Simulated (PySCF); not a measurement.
P2, charge +1, doublet, geometry from GFN2-xTB (a state made from the parent by changing its charge; the spin is typed, not shown lowest); MP2/6-31G** in PySCF.

Here is a job for PySCF.
```python
from pyscf import gto, scf, mp

mol = gto.Mole()
mol.atom = '''
    P    -0.00000000   -0.00000000   -0.98493774
    P     0.00000000    0.00000000    0.98493774
'''
mol.basis = '6-31g**'
mol.charge = 1
mol.spin = 1
mol.verbose = 4
mol.build()

mf = scf.UHF(mol)
mf.kernel()

pt = mp.MP2(mf, frozen=10)
pt.kernel()
print('E(MP2) = %.10f' % pt.e_tot)
```

The log (banner, timings and long lists left out):

```
PySCF version 2.14.0

[INPUT] verbose = 4
[INPUT] num. atoms = 2
[INPUT] num. electrons = 29
[INPUT] charge = 1
[INPUT] spin (= nelec alpha-beta = 2S) = 1
[INPUT] symmetry False subgroup None
[INPUT] Mole.unit = angstrom
[INPUT] Symbol           X                Y                Z      unit          X                Y                Z       unit  Magmom
[INPUT]  1 P      0.000000000000   0.000000000000  -0.984937740000 AA    0.000000000000   0.000000000000  -1.861262578348 Bohr   0.0
[INPUT]  2 P      0.000000000000   0.000000000000   0.984937740000 AA    0.000000000000   0.000000000000   1.861262578348 Bohr   0.0

nuclear repulsion = 60.4428420302993
number of shells = 16
number of NR pGTOs = 102
number of NR cGTOs = 36
basis = 6-31g**
ecp = {}

******** <class 'pyscf.scf.uhf.UHF'> ********
method = UHF
initial guess = minao
damping factor = 0
level_shift factor = 0
DIIS = <class 'pyscf.scf.diis.CDIIS'>
diis_start_cycle = 1
diis_space = 8
diis_damp = 0
SCF conv_tol = 1e-09
SCF conv_tol_grad = None
SCF max_cycles = 50
direct_scf = True
direct_scf_tol = 1e-13
number electrons alpha = 15  beta = 14
Set gradient conv threshold to 3.16228e-05
init E= -681.320340395186

cycle= 1 E= -680.992677433298  delta_E= 0.328  |g|= 0.204  |ddm|= 1.25
cycle= 2 E= -681.035299171967  delta_E= -0.0426  |g|= 0.0581  |ddm|= 0.494
cycle= 3 E= -681.038484117714  delta_E= -0.00318  |g|= 0.0213  |ddm|= 0.103
cycle= 4 E= -681.039141931072  delta_E= -0.000658  |g|= 0.00619  |ddm|= 0.0596
cycle= 5 E= -681.039203669221  delta_E= -6.17e-05  |g|= 0.000928  |ddm|= 0.0221
cycle= 6 E= -681.039205189737  delta_E= -1.52e-06  |g|= 0.000332  |ddm|= 0.00276
cycle= 7 E= -681.039205448453  delta_E= -2.59e-07  |g|= 9.28e-05  |ddm|= 0.00116
cycle= 8 E= -681.039205468393  delta_E= -1.99e-08  |g|= 1.4e-05  |ddm|= 0.000351
cycle= 9 E= -681.039205468758  delta_E= -3.65e-10  |g|= 2.26e-06  |ddm|= 4.78e-05
Extra cycle  E= -681.039205468765  delta_E= -7.05e-12  |g|= 1.01e-06  |ddm|= 5.14e-06
converged SCF energy = -681.039205468765  <S^2> = 0.78364349  2S+1 = 2.0333652

******** <class 'pyscf.mp.ump2.UMP2'> ********
nocc = (np.int64(5), np.int64(4)), nmo = (26, 26)
frozen orbitals 10
E(UMP2) = -681.255212260082  E_corr = -0.216006791317023
E(SCS-UMP2) = -681.25166414641  E_corr = -0.212458677645097
E_corr(same-spin) = -0.0539416983869195
E_corr(oppo-spin) = -0.162065092930103
E(MP2) = -681.2552122601
```
